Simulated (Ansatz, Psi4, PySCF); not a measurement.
F₃Ga (SMILES [F][Ga]([F])[F]), singlet, at a GFN2-xTB geometry (such geometries of metal compounds can be far from the true shape). Base run: B97M-V/def2-SVP (PySCF).

Geometry (Å):
```xyz
4

Ga     0.0000     0.0000     0.0000
F     -1.4691    -0.9166     0.0515
F      0.0042     1.5920    -0.6832
F      1.4649    -0.6754     0.6317
```
All else is at PySCF's defaults.

The same geometry, method and basis name were run in Ansatz (a first-principles code) and Psi4 and PySCF, at each program's defaults and at the settings that a row names. The base is PySCF at its defaults. Differences at the defaults can come from grids, fitting, cores and function types together.

```
code and settings                                                                             ΔE vs base (µEh)  basis functions       E (Eh)  SCF cycles
--------------------------------------------------------------------------------------------  ----------------  ---------------  -----------  ----------
PySCF, defaults (exact integrals, its default grid, spherical functions)                                   0.0               74  -2223.52418          10
Psi4, defaults (density fitting with its default set, its default grid, spherical functions)        (withheld)               74   (withheld)          10
Ansatz, defaults (factorised integrals, its default grid, spherical functions)                             9.5               74  -2223.52417           -
PySCF, density fitting with def2-universal-jkfit                                                    (withheld)               74   (withheld)          10
PySCF, fine grid                                                                                           5.7               74  -2223.52417          10
Psi4, exact integrals, spherical functions, fine grid                                                      6.5               74  -2223.52417          12
Ansatz, high accuracy                                                                                      9.6               74  -2223.52417           -
```

Task: Complete the blanks.

Result: 
- Psi4, defaults (density fitting with its default set, its default grid, spherical functions), ΔE vs base (µEh): 87.8
- Psi4, defaults (density fitting with its default set, its default grid, spherical functions), E (Eh): -2223.52409
- PySCF, density fitting with def2-universal-jkfit, ΔE vs base (µEh): -79.8
- PySCF, density fitting with def2-universal-jkfit, E (Eh): -2223.52426
